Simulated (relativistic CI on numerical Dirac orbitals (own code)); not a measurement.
# Crystal-field levels of Fe⁷⁺, 3d

Calculated by Dirac-Coulomb-Breit CI, separate exchange-only KLI orbitals for each configuration, a model potential for QED, one configuration in a parametric crystal field, unscaled Slater integrals (own radial code).

Field parameters in Wybourne normalisation: D4h B²₀ = −7Ds, B⁴₀ = 21(Dq − Dt), B⁴₄ = 21√(5/14) Dq; Td as Oh with Dq negative (B⁴₀ = 21Dq, B⁴₄ = √(5/14) B⁴₀). The field is a parameter set, without covalency.

S and J are read from ⟨S²⟩ = S(S + 1) and ⟨J²⟩ = J(J + 1) of each level; they are not fictitious spins.

D4h, 10Dq = 37750, Ds = 2090, Dt = -690 cm⁻¹, the lowest 5 levels:

```csv
E (cm⁻¹),Degeneracy,Irrep,S,J
0.0,2,Γ6,0.50,1.93
701,2,Γ7,0.50,2.29
10111,2,Γ7,0.50,2.16
42954,2,Γ6,0.50,2.16
47865,2,Γ7,0.50,2.17
```

Principal g values of the ground doublet: 0.00, 0.10, 0.10.

Td, 10Dq = -19800 cm⁻¹, the lowest 3 levels:

```json
{"E (cm⁻¹)": "0.0", "Degeneracy": "4", "Irrep": "Γ8", "S": "0.50", "J": "2.10"}
{"E (cm⁻¹)": "19521", "Degeneracy": "4", "Irrep": "Γ8", "S": "0.50", "J": "1.99"}
{"E (cm⁻¹)": "20556", "Degeneracy": "2", "Irrep": "Γ7", "S": "0.50", "J": "2.50"}
```

Td, 10Dq = -12550 cm⁻¹, the lowest 3 levels:

| E (cm⁻¹) | Degeneracy | Irrep | S | J |
| --- | --- | --- | --- | --- |
| 0.0 | 4 | Γ8 | 0.50 | 2.08 |
| 12317 | 4 | Γ8 | 0.50 | 2.02 |
| 13329 | 2 | Γ7 | 0.50 | 2.50 |

The free-ion ground term has S = 1/2. Every field shown keeps that spin.

Levels of this model without a field, named by their leading LS term: ²D3/2 0, ²D5/2 1791 cm⁻¹.
